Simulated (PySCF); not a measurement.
**Working with the constants of GeI**

PBE0 constants of GeI, ²Π (doublet), unpaired electrons π ↑ (basis Ge cc-pVTZ-PP with ECP10, I cc-pVTZ-PP with ECP28; scalar-relativistic core potentials; PySCF 2.14; masses 73.9212 and 126.9045 u):

* ωe: 242.0 cm⁻¹
* ωexe: 0.514 cm⁻¹
* Be: 0.056232 cm⁻¹
* αe: 0.000173 cm⁻¹
* D (centrifugal): 1.21e-08 cm⁻¹
* De to Ge + I: 3.16 eV

Task: Give the vibrational terms G(v) and spacings up to v = 6.

Result: G(v) = ωe(v+½) − ωexe(v+½)².

```tsv
v	G(v) (cm⁻¹)	G(v) − G(v−1)	Bv (cm⁻¹)
0	120.9		0.05615
1	361.8	241.0	0.05597
2	601.8	239.9	0.05580
3	840.7	238.9	0.05563
4	1078.6	237.9	0.05545
5	1315.5	236.9	0.05528
6	1551.3	235.8	0.05511
```

Task: How well does the Morse estimate ωe²/(4ωexe) reproduce De, and what is D0?

Result: It gives 3.53 eV, 112 % of the computed De. D0 = De − G(0) = 3.16 − 0.01 = 3.15 eV.

Spin–orbit coupling is left out, which matters for elements this heavy, above all for dissociation energies. The state is the lowest determinant that a PBE0 search found; another state may lie lower at other levels.
